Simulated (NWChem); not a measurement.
Molecule: C2H6B, doublet; SMILES [B](C)C

```xyz
9

C     -1.4036     0.0090    -0.1199
B      0.0000     0.0000     0.5391
C      1.4036    -0.0090    -0.1199
H     -1.6793    -1.0621    -0.2021
H     -2.1949     0.4816     0.4806
H     -1.4203     0.4182    -1.1468
H      1.4203    -0.4182    -1.1468
H      2.1949    -0.4816     0.4806
H      1.6793     1.0621    -0.2021
```
Atoms are numbered in this order, from 1.

Level: PBE0/def2-SVP, spin-unrestricted (NWChem), optimised geometry, unscaled harmonic frequencies. In the optimisation the excess spin sits in a (C2, its own frame).

Problem. List the harmonic frequencies with IR intensities, and the thermochemistry.

Solution. 
| frequency (cm⁻¹) | IR intensity (km/mol) |
|---|---|
| 116 | 3.1 |
| 129 | 5.0 |
| 294 | 0.1 |
| 607 | 0.0 |
| 667 | 1.4 |
| 794 | 0.9 |
| 804 | 4.0 |
| 1001 | 24.3 |
| 1158 | 21.0 |
| 1282 | 8.9 |
| 1329 | 138.3 |
| 1389 | 6.6 |
| 1391 | 3.9 |
| 1428 | 0.5 |
| 1429 | 14.0 |
| 3010 | 0.9 |
| 3012 | 7.6 |
| 3090 | 17.2 |
| 3090 | 12.4 |
| 3150 | 2.7 |
| 3150 | 4.2 |

- zero-point energy: 46.2 kcal/mol
- thermal correction to the enthalpy at 298.15 K (with zero-point energy): 50.0 kcal/mol
- heat capacity Cv: 16.0 cal/(mol K)
- entropy at 298.15 K and 1 atm (symmetry number 2, electronic part: spin degeneracy alone): 68.4 cal/(mol K)
- dipole moment: 1.08 D

Rigid rotor and harmonic oscillator.
